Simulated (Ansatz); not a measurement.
One change: `O[CH2][Ga]([OH])[F]` becomes `[OH][Ga]([F])[Cl]`.

Ansatz, PBE0-D4/def2-TZVP geometries, multiplicity 1. Each molecule was computed in one conformer, which needn't be the lowest.

Scalar relativity is left out up to krypton.

| property | `O[CH2][Ga]([OH])[F]` |
| --- | --- |
| LUMO energy (B3LYP/def2-TZVPP) / eV | -1.09 |
| size of the dipole moment (PBE/def2-TZVPP) / D | 3.16 |
| HOMO–LUMO gap (ωB97M-V/def2-TZVPP) / eV | 11.02 |
| HOMO–LUMO gap (PBE/def2-TZVPP) / eV | 4.65 |
| LUMO energy (PBE/def2-TZVPP) / eV | -1.61 |
| HOMO energy (PBE0/def2-TZVPP) / eV | -7.75 |

**Question.** What does the change do to each property? (Estimate.)

**Answer.** Ansatz gave: 
| property | `[OH][Ga]([F])[Cl]` | shift |
| --- | --- | --- |
| LUMO energy (B3LYP/def2-TZVPP) / eV | -2.03 | -0.94 |
| size of the dipole moment (PBE/def2-TZVPP) / D | 2.16 | -1.00 |
| HOMO–LUMO gap (ωB97M-V/def2-TZVPP) / eV | 12.22 | 1.20 |
| HOMO–LUMO gap (PBE/def2-TZVPP) / eV | 5.43 | 0.78 |
| LUMO energy (PBE/def2-TZVPP) / eV | -2.62 | -1.01 |
| HOMO energy (PBE0/def2-TZVPP) / eV | -9.65 | -1.90 |

With PBE0 the HOMO falls by 1.90 eV and the LUMO falls by 0.93 eV, so the gap widens by about 0.97 eV. PBE moves the HOMO by -1.79 eV and ωB97M-V by -1.92 eV. Dipoles are sizes alone; their direction can turn.

B3LYP here is the variant with VWN-RPA as its local correlation; programs differ in this.
